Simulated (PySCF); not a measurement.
C4H7BFN, SMILES B1(CF)NCC=C1. Geometry optimised at PBE0-D3(BJ)/def2-SVP. This is a generated structure with no PubChem entry under its InChIKey; it may be hypothetical. The values are those of a single conformer.

Question: Give the equilibrium geometry at PBE0-D3(BJ)/def2-SVP (PySCF confirms it by a frequency run) as bond lengths and angles, and its point group. (Estimate from the structure and the level; the computed values follow.)

Answer: Several could match; the one computed here: point group Cs.
Atoms: F1 C2 B3 C4 C5 C6 N7 H8 H9 H10 H11 H12 H13 H14. Bonds (Å): F1–C2 1.386, C2–B3 1.575, C2–H8 1.107, C2–H9 1.107, B3–C4 1.565, B3–N7 1.402, C4–C5 1.348, C4–H10 1.093, C5–C6 1.497, C5–H11 1.095, C6–N7 1.440, C6–H12 1.107, C6–H13 1.107, N7–H14 1.010. Angles (°): F1–C2–B3 111.8, F1–C2–H8 108.6, F1–C2–H9 108.6, B3–C2–H8 110.9, B3–C2–H9 110.9, H8–C2–H9 106.0, C2–B3–C4 131.0, C2–B3–N7 123.5, C4–B3–N7 105.4, B3–C4–C5 106.2, B3–C4–H10 131.0, C5–C4–H10 122.8, C4–C5–C6 112.3, C4–C5–H11 126.8, C6–C5–H11 120.9, C5–C6–N7 104.1, C5–C6–H12 111.0, C5–C6–H13 111.0, N7–C6–H12 112.4, N7–C6–H13 112.4, H12–C6–H13 106.2, B3–N7–C6 112.0, B3–N7–H14 127.1, C6–N7–H14 120.8.
